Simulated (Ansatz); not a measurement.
# RbBr (SMILES [Br][Rb]): the energy, rung by rung

RbBr has 2 atoms, charge 0, and is taken as a singlet. As SMILES, `[Br][Rb]`. Geometry: the measured bond length.

```xyz
2

Br    0.0000    0.0000    0.0000
Rb    0.0000    0.0000    2.9447
```

Quantity: the energy change with the Br1–Rb2 bond stretched from 2.945 to 7.362 Å, in eV. The values are calculated.

| level | kind | program | value (eV) | less FCI/STO-3G | CPU time (all runs) |
| --- | --- | --- | --- | --- | --- |
| BLYP/STO-3G (restricted) | GGA | Ansatz | 3.07 | -1.10 | 9.7 s |
| PBE/STO-3G (restricted) | GGA | Ansatz | 3.20 | -0.97 | 11 s |
| BHLYP/STO-3G (restricted) | global hybrid | Ansatz | 3.98 | -0.19 | 11 s |
| HSE06/STO-3G (restricted) | range-separated hybrid | Ansatz | 3.56 | -0.61 | 17 s |
| B2PLYP/STO-3G (restricted) | double hybrid | Ansatz | 3.40 | -0.77 | 14 s |
| BCCD(T)/STO-3G (restricted) | coupled cluster or CI | Ansatz | 4.17 | 0.00 | 1.6 s |
| CCSDT(Q)/STO-3G (restricted) | coupled cluster or CI | Ansatz | 4.17 | 0.00 | 3.9 s |
| FCI/STO-3G | exact in the basis | Ansatz | 4.17 | 0.00 | 11 s |

FCI/STO-3G is exact within its basis and frozen core, so for wave-function methods in that basis the difference is their error; functionals converge differently with the basis, so for them it is only a difference. All-electron rows without a relativistic Hamiltonian named are non-relativistic. The first shape isn't each level's own minimum. The values span 3.07 to 4.17 eV. Minimal STO sets describe s-block atoms so badly that they can place the ion below the atom. All rows use very small basis sets, so even the best lies far from the true value. In the correlated wave-function rows the outer d shell of Br is correlated, in sets not made for it. Times are those of the runs behind each value, whatever else they computed, on shared processors of several kinds: orders of magnitude only.
